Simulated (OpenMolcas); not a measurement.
**Levels of Ho²⁺ by method**

* Program: OpenMolcas
* Basis: ANO-RCC-VTZP [8s7p5d3f2g1h]
* Scalar Hamiltonian: DKH2, point nucleus
* Active space: 11 electrons in 12 orbitals (RAS2 4f; RAS3 5d, at most 1 electron)
* State averaging: 2S+1 = 4 odd, 35 roots (21 in the spin-orbit step); 2S+1 = 2 odd, 112 roots (11 in the spin-orbit step); 2S+1 = 6 even, 175 roots (105 in the spin-orbit step); 2S+1 = 4 even, 117 roots kept (CI in the orbitals of an earlier block); 2S+1 = 2 even, 124 roots kept (CI in the orbitals of an earlier block, 32 in the spin-orbit step)
* Spin-orbit coupling: state interaction with AMFI integrals over the reference wave functions, term energies averaged over their components

Methods on the same reference wave functions:
A. RASSCF
B. SS-RASPT2, IPEA 0.25 Eh, imaginary shift 0.1 Eh (closed shells correlated: 5s 5p)

Energies in cm-1 above 4f11 4I* 15/2, the measured ground level; measured values from Martin, Zalubas and Hagan, Atomic Energy Levels: The Rare-Earth Elements, NSRDS-NBS 60 (1978); whole-number values converted from NIST levels in rydberg listed in Nahar, Atoms 12, 24 (2024).

```
        Level     A     B  Measured
4f11 4I* 15/2   0.0   0.0       0.0
4f11 4I* 13/2  5149  5150      5439
4f11 4I* 11/2  8617  8350      8644
```

A puts 4f10 5d 6I 17/2 [72 %] lowest.

Deviations, from unrounded energies. A percentage is the sum of absolute deviations over the sum of measured energies, with the sign that they share, or ± where signs differ.

```
                  Against measurement  Levels     A     B
       mean absolute deviation (cm-1)       2   160   290
fine structure of the ground term (%)       2  -2.3  -4.1
```

A lies closest to measurement on these levels. The largest miss of A in the table is 4f11 4I* 13/2, by -290 cm-1. The ranking rests on the paired levels alone, and a cruder setting can come out closer through cancelling errors.

The lowest spin-free term lies below A's lowest term by 0.950 hartree in B.

Term energies are means over components that CASPT2 splits; among the terms shown or strongly mixed into the levels shown the widest spread is 290 cm-1 (4f11 4I*, B). High states are left out of the spin-orbit mixing, which shifts the levels that they would mix with. Without dynamic correlation excited terms often stand tens of per cent too high (terms of higher spin than the ground term too low), and those without a measured partner can miss by more than the paired ones (holds for A). The lowest computed level is not the ground level that NIST lists (4I*15/2) (holds for A). Each CASPT2 term energy is a mean over a sample of three components (holds for B). Computed and measured levels are paired by configuration, term and J; levels that our copy of the source lacks, or whose pairing is in doubt (as where it misses far off the trend of its configuration), stay unpaired and out of the deviations. Where the source uses jj or jK labels, the order within each J decides. Only configurations of the active space appear. Levels that lie high or do not pair safely by name in every column are left out.

A share in square brackets marks a mixed level and gives the weight of the term that names it, the lowest over the columns. * marks odd parity.
